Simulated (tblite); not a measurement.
A geometry optimisation, step by step.

Ge3H10N2.
SMILES with atom numbers: `[NH2:1][Ge:2]([NH2:3])([GeH3:4])[GeH3:5]` (hydrogens: H6, H7 on N1; H8, H9 on N3; H10, H11, H12 on Ge4; H13, H14, H15 on Ge5)

Computed with GFN2-xTB (tblite), gas phase: L-BFGS steps from a force-field or distance-geometry start until the largest atomic force falls under 0.01 eV/Å. 12 of its 83 geometries are shown.

Step 0: E = -454.8121 eV, largest atomic force 1.417 eV/Å
```
atom  x, y, z in Å  |  force x, y, z in eV/Å
N1      1.034    0.225   -1.753   -0.945  -0.250  -0.998
Ge2     0.122    0.322   -0.131    0.032  -0.242   0.602
N3     -0.169    2.098    0.329    0.385   0.509  -1.265
Ge4     1.454   -0.708    1.570    0.025   0.106   0.063
Ge5    -1.966   -0.831   -0.291   -0.181   0.186   0.119
H6      0.378    0.630   -2.473    1.027  -0.609   0.623
H7      1.132   -0.783   -1.983    0.029   0.932  -0.039
H8     -0.712    2.525   -0.460    0.628  -0.167   1.015
H9      0.760    2.568    0.337   -0.956  -0.198   0.018
H10     1.705   -2.198    1.203    0.044   0.538   0.357
H11     0.696   -0.651    2.928    0.524  -0.158  -0.496
H12     2.803    0.028    1.702   -0.339  -0.448   0.181
H13    -2.832   -0.156   -1.388    0.041  -0.466   0.356
H14    -1.701   -2.312   -0.675   -0.376   0.502   0.124
H15    -2.708   -0.750    1.064    0.062  -0.236  -0.660
```

Step 7: E = -455.1551 eV, largest atomic force 0.442 eV/Å
```
atom  x, y, z in Å  |  force x, y, z in eV/Å
N1      0.978    0.204   -1.743    0.007  -0.086  -0.434
Ge2     0.120    0.297   -0.116    0.093   0.308  -0.003
N3     -0.134    2.071    0.257    0.021   0.226  -0.138
Ge4     1.461   -0.684    1.553    0.091   0.018   0.147
Ge5    -1.959   -0.791   -0.280   -0.411  -0.024   0.116
H6      0.434    0.615   -2.500    0.174  -0.061   0.139
H7      1.174   -0.750   -2.025    0.101   0.086  -0.015
H8     -0.710    2.567   -0.420    0.106  -0.088   0.183
H9      0.728    2.602    0.353   -0.165  -0.097   0.005
H10     1.726   -2.129    1.270    0.079  -0.086   0.025
H11     0.778   -0.681    2.888    0.065  -0.006   0.011
H12     2.792   -0.040    1.753    0.101  -0.024   0.073
H13    -2.859   -0.236   -1.345   -0.103  -0.028  -0.026
H14    -1.783   -2.231   -0.654   -0.052  -0.084  -0.027
H15    -2.752   -0.804    0.988   -0.107  -0.054  -0.055
```

Step 15: E = -455.2138 eV, largest atomic force 0.067 eV/Å
```
atom  x, y, z in Å  |  force x, y, z in eV/Å
N1      1.002    0.193   -1.780   -0.020   0.000   0.003
Ge2     0.129    0.311   -0.141   -0.037   0.017  -0.023
N3     -0.126    2.088    0.239    0.006  -0.024  -0.010
Ge4     1.502   -0.675    1.565   -0.013   0.020  -0.026
Ge5    -2.030   -0.780   -0.265   -0.013   0.006   0.005
H6      0.484    0.610   -2.546    0.037  -0.004   0.028
H7      1.242   -0.747   -2.070    0.029   0.030   0.052
H8     -0.723    2.606   -0.394    0.016  -0.058   0.027
H9      0.718    2.631    0.369   -0.017  -0.054  -0.009
H10     1.773   -2.130    1.305    0.035  -0.018  -0.018
H11     0.828   -0.688    2.907    0.007   0.030  -0.002
H12     2.853   -0.070    1.812    0.013   0.017  -0.011
H13    -2.946   -0.268   -1.351   -0.018   0.014   0.041
H14    -1.846   -2.226   -0.653   -0.020  -0.004   0.004
H15    -2.865   -0.847    0.982   -0.006   0.028  -0.059
```

Step 22: E = -455.2217 eV, largest atomic force 0.074 eV/Å
```
atom  x, y, z in Å  |  force x, y, z in eV/Å
N1      1.008    0.201   -1.768    0.014  -0.017  -0.003
Ge2     0.113    0.296   -0.145    0.008  -0.072   0.015
N3     -0.130    2.065    0.247   -0.026   0.032   0.024
Ge4     1.515   -0.673    1.554   -0.021   0.015  -0.043
Ge5    -2.057   -0.783   -0.274    0.059   0.037   0.016
H6      0.517    0.610   -2.555    0.025  -0.041   0.047
H7      1.287   -0.733   -2.038    0.020   0.030  -0.013
H8     -0.731    2.582   -0.381   -0.002   0.005   0.017
H9      0.721    2.598    0.364   -0.015  -0.012  -0.012
H10     1.810   -2.127    1.295    0.000   0.018   0.028
H11     0.845   -0.660    2.899    0.012  -0.029  -0.006
H12     2.862   -0.058    1.803   -0.009   0.028  -0.044
H13    -2.986   -0.251   -1.331   -0.004   0.007  -0.070
H14    -1.874   -2.231   -0.651   -0.058   0.004  -0.016
H15    -2.905   -0.826    0.959   -0.003  -0.006   0.060
```

Step 30: E = -455.2331 eV, largest atomic force 0.103 eV/Å
```
atom  x, y, z in Å  |  force x, y, z in eV/Å
N1      1.045    0.199   -1.730   -0.014  -0.001  -0.057
Ge2     0.089    0.260   -0.145    0.005  -0.103   0.008
N3     -0.156    2.022    0.278    0.020   0.046  -0.053
Ge4     1.530   -0.666    1.529   -0.013  -0.024   0.015
Ge5    -2.107   -0.771   -0.281    0.062  -0.012  -0.022
H6      0.574    0.586   -2.538   -0.011   0.011  -0.020
H7      1.392   -0.711   -2.000    0.008  -0.004   0.041
H8     -0.756    2.546   -0.345   -0.063   0.011   0.014
H9      0.712    2.537    0.349    0.019   0.039   0.043
H10     1.867   -2.115    1.304    0.009   0.000   0.004
H11     0.883   -0.649    2.881    0.025  -0.015   0.055
H12     2.860    0.002    1.724   -0.024   0.015  -0.023
H13    -3.015   -0.219   -1.351    0.000   0.029  -0.001
H14    -1.981   -2.223   -0.664   -0.027  -0.009   0.001
H15    -2.940   -0.791    0.966    0.003   0.018  -0.006
```

Step 37: E = -455.2402 eV, largest atomic force 0.080 eV/Å
```
atom  x, y, z in Å  |  force x, y, z in eV/Å
N1      1.060    0.194   -1.718    0.024  -0.002  -0.001
Ge2     0.083    0.228   -0.149   -0.019   0.008  -0.011
N3     -0.160    1.989    0.268   -0.031   0.014   0.072
Ge4     1.532   -0.673    1.530   -0.002  -0.006  -0.001
Ge5    -2.127   -0.768   -0.297   -0.006  -0.022  -0.033
H6      0.605    0.564   -2.542   -0.018  -0.029  -0.018
H7      1.468   -0.697   -1.963    0.003  -0.030  -0.030
H8     -0.798    2.526   -0.303   -0.014  -0.011  -0.010
H9      0.697    2.518    0.357   -0.007   0.020  -0.009
H10     1.915   -2.113    1.315    0.008   0.011   0.005
H11     0.930   -0.653    2.904    0.032  -0.002   0.012
H12     2.840    0.053    1.654   -0.005  -0.011   0.019
H13    -3.023   -0.179   -1.361    0.021   0.014   0.026
H14    -2.074   -2.229   -0.675    0.003   0.025   0.002
H15    -2.952   -0.753    0.958    0.010   0.022  -0.024
```

Step 45: E = -455.2437 eV, largest atomic force 0.089 eV/Å
```
atom  x, y, z in Å  |  force x, y, z in eV/Å
N1      1.071    0.188   -1.720   -0.025  -0.004   0.044
Ge2     0.081    0.218   -0.151    0.047   0.069  -0.030
N3     -0.176    1.979    0.286   -0.001  -0.042  -0.004
Ge4     1.532   -0.674    1.532    0.032  -0.014   0.007
Ge5    -2.127   -0.764   -0.311   -0.039  -0.029  -0.057
H6      0.606    0.533   -2.549   -0.018  -0.014  -0.005
H7      1.491   -0.701   -1.954   -0.001  -0.013   0.000
H8     -0.824    2.505   -0.283   -0.018  -0.012   0.000
H9      0.676    2.519    0.358   -0.011  -0.003   0.004
H10     1.937   -2.108    1.320    0.000   0.005  -0.007
H11     0.967   -0.658    2.921   -0.010   0.004   0.006
H12     2.832    0.068    1.637    0.025   0.002   0.010
H13    -3.017   -0.148   -1.363    0.026   0.004   0.003
H14    -2.108   -2.226   -0.686    0.009   0.038  -0.002
H15    -2.947   -0.722    0.942   -0.017   0.008   0.033
```

Step 52: E = -455.2475 eV, largest atomic force 0.075 eV/Å
```
atom  x, y, z in Å  |  force x, y, z in eV/Å
N1      1.071    0.171   -1.720    0.009  -0.008  -0.035
Ge2     0.092    0.208   -0.148   -0.027  -0.028   0.038
N3     -0.198    1.956    0.297    0.004   0.007  -0.009
Ge4     1.560   -0.669    1.536    0.007   0.019   0.005
Ge5    -2.132   -0.746   -0.331    0.016   0.033   0.065
H6      0.588    0.476   -2.555   -0.015   0.005   0.011
H7      1.512   -0.712   -1.934    0.012  -0.004   0.016
H8     -0.876    2.465   -0.254    0.022   0.003   0.012
H9      0.635    2.524    0.369   -0.023   0.016  -0.007
H10     1.968   -2.101    1.318    0.011  -0.010  -0.006
H11     1.004   -0.660    2.931   -0.008   0.006  -0.025
H12     2.860    0.079    1.639   -0.007  -0.012  -0.004
H13    -2.998   -0.102   -1.383    0.005   0.017  -0.010
H14    -2.142   -2.200   -0.713   -0.006  -0.036  -0.011
H15    -2.949   -0.682    0.927   -0.001  -0.011  -0.039
```

Step 60: E = -455.2492 eV, largest atomic force 0.026 eV/Å
```
atom  x, y, z in Å  |  force x, y, z in eV/Å
N1      1.065    0.157   -1.717    0.005   0.018  -0.007
Ge2     0.097    0.200   -0.139   -0.014   0.006   0.016
N3     -0.207    1.948    0.302    0.002   0.016  -0.012
Ge4     1.579   -0.667    1.534    0.001   0.005   0.003
Ge5    -2.129   -0.739   -0.331    0.003   0.010   0.024
H6      0.568    0.441   -2.551    0.006  -0.021  -0.008
H7      1.531   -0.718   -1.919   -0.013   0.016   0.000
H8     -0.900    2.446   -0.239   -0.011  -0.010  -0.003
H9      0.610    2.539    0.372    0.017  -0.018   0.002
H10     1.991   -2.097    1.313    0.000  -0.006   0.004
H11     1.012   -0.655    2.923    0.007  -0.006   0.000
H12     2.877    0.081    1.637   -0.004   0.003  -0.001
H13    -2.969   -0.068   -1.390    0.010   0.003  -0.003
H14    -2.162   -2.191   -0.728   -0.002  -0.004  -0.004
H15    -2.967   -0.669    0.911   -0.006  -0.010  -0.011
```

Step 67: E = -455.2498 eV, largest atomic force 0.026 eV/Å
```
atom  x, y, z in Å  |  force x, y, z in eV/Å
N1      1.063    0.159   -1.716   -0.013  -0.011   0.018
Ge2     0.097    0.198   -0.134    0.011  -0.017  -0.017
N3     -0.211    1.944    0.304   -0.002   0.004   0.013
Ge4     1.586   -0.667    1.534   -0.013  -0.008   0.000
Ge5    -2.130   -0.736   -0.328    0.001  -0.006  -0.006
H6      0.559    0.419   -2.555   -0.009   0.000   0.000
H7      1.539   -0.713   -1.907    0.003   0.010   0.002
H8     -0.910    2.437   -0.232   -0.009   0.008  -0.009
H9      0.605    2.537    0.368    0.019   0.005  -0.003
H10     2.002   -2.097    1.314   -0.002   0.008   0.000
H11     1.023   -0.657    2.924    0.006  -0.002   0.002
H12     2.880    0.087    1.632    0.010   0.006   0.002
H13    -2.949   -0.049   -1.393   -0.002   0.001  -0.004
H14    -2.175   -2.186   -0.736    0.005   0.005  -0.003
H15    -2.983   -0.668    0.903   -0.006  -0.002   0.004
```

Step 75: E = -455.2504 eV, largest atomic force 0.042 eV/Å
```
atom  x, y, z in Å  |  force x, y, z in eV/Å
N1      1.049    0.157   -1.711    0.002   0.007  -0.008
Ge2     0.092    0.194   -0.126   -0.010   0.026   0.032
N3     -0.208    1.945    0.308    0.005  -0.005  -0.002
Ge4     1.590   -0.664    1.537    0.015   0.006  -0.005
Ge5    -2.136   -0.734   -0.327    0.009  -0.003  -0.029
H6      0.534    0.394   -2.549   -0.006  -0.002  -0.008
H7      1.553   -0.699   -1.895    0.008  -0.014  -0.001
H8     -0.910    2.436   -0.229    0.012  -0.001   0.006
H9      0.614    2.532    0.354   -0.009  -0.003  -0.004
H10     2.011   -2.091    1.310    0.000  -0.008  -0.001
H11     1.040   -0.662    2.932   -0.008  -0.003   0.010
H12     2.884    0.091    1.632   -0.008   0.002  -0.006
H13    -2.938   -0.036   -1.399   -0.002  -0.008   0.004
H14    -2.174   -2.180   -0.751   -0.003   0.008   0.001
H15    -3.005   -0.674    0.892   -0.006  -0.003   0.010
```

Step 82: E = -455.2507 eV, largest atomic force 0.009 eV/Å
```
atom  x, y, z in Å  |  force x, y, z in eV/Å
N1      1.042    0.158   -1.711   -0.001  -0.004  -0.005
Ge2     0.092    0.199   -0.119   -0.003   0.000  -0.005
N3     -0.203    1.952    0.310    0.002   0.005  -0.001
Ge4     1.590   -0.665    1.542    0.002   0.002  -0.003
Ge5    -2.133   -0.734   -0.330   -0.005  -0.002  -0.002
H6      0.516    0.384   -2.546    0.005  -0.006   0.004
H7      1.550   -0.697   -1.894   -0.005   0.004   0.007
H8     -0.903    2.442   -0.231    0.005  -0.002   0.005
H9      0.622    2.535    0.348   -0.002   0.002   0.003
H10     2.009   -2.092    1.307    0.001   0.002   0.003
H11     1.040   -0.666    2.938    0.001  -0.001  -0.004
H12     2.884    0.092    1.634   -0.004  -0.001  -0.001
H13    -2.937   -0.040   -1.402   -0.001   0.000   0.000
H14    -2.164   -2.178   -0.756    0.002   0.000  -0.001
H15    -3.007   -0.684    0.888    0.002  -0.001   0.000
```

Question: Summarise the path.

Answer: The energy falls by 42.32 kJ/mol from step 0 to step 82; nine tenths of that is first reached at step 12. It falls at every step. The largest force goes from 1.417 to 0.009 eV/Å. Among the bonds Ge4–H11 changes most, from 1.557 to 1.500 Å; the atoms move by 0.275 Å rms after alignment.

Question: Follow the three bonds and two angles with the largest change from start to end.

Answer: 
```
step  E above end (kJ/mol)  largest force (eV/Å)  Ge4–H11 (Å)  Ge4–H10 (Å)  Ge5–H15 (Å)  Ge4–Ge2–Ge5 (°)  Ge2–N3–H8 (°)
   0                 42.32                 1.417        1.557        1.554        1.547            109.0          106.5
   4                 13.40                 0.367        1.485        1.495        1.479            110.9          114.4
   7                  9.22                 0.442        1.499        1.496        1.496            111.1          114.6
  11                  4.75                 0.229        1.500        1.505        1.489            110.4          115.5
  14                  3.64                 0.091        1.499        1.502        1.500            111.0          116.6
  18                  3.28                 0.094        1.506        1.509        1.500            111.5          116.6
  21                  2.90                 0.104        1.504        1.509        1.495            112.1          116.3
  25                  2.50                 0.103        1.499        1.501        1.502            113.0          115.9
  29                  1.81                 0.089        1.498        1.504        1.501            114.5          115.9
  32                  1.51                 0.090        1.500        1.504        1.499            115.1          116.1
  36                  1.06                 0.080        1.500        1.505        1.501            116.1          117.7
  39                  0.90                 0.104        1.501        1.505        1.502            115.9          117.7
  43                  0.73                 0.029        1.500        1.505        1.499            116.2          117.0
  46                  0.59                 0.111        1.499        1.506        1.496            117.1          117.3
  50                  0.37                 0.040        1.501        1.505        1.500            117.8          117.2
  53                  0.26                 0.064        1.501        1.505        1.501            118.4          117.0
  57                  0.18                 0.038        1.500        1.506        1.498            119.1          117.2
  61                  0.13                 0.037        1.500        1.505        1.500            118.9          117.1
  64                  0.09                 0.020        1.500        1.505        1.499            119.0          117.1
  68                  0.07                 0.031        1.500        1.506        1.499            119.2          117.0
  71                  0.06                 0.020        1.500        1.506        1.500            119.3          116.8
  75                  0.03                 0.042        1.499        1.505        1.498            119.7          116.9
  78                  0.01                 0.011        1.500        1.506        1.500            119.8          116.9
  82                  0.00                 0.009        1.500        1.506        1.500            119.7          116.8
```

What follows is the cost of the whole relaxation. On Arm Neoverse V2, one thread, no GPU, shared host with 96 logical CPUs at a one-minute load of 15, this took 0.45 s wall.
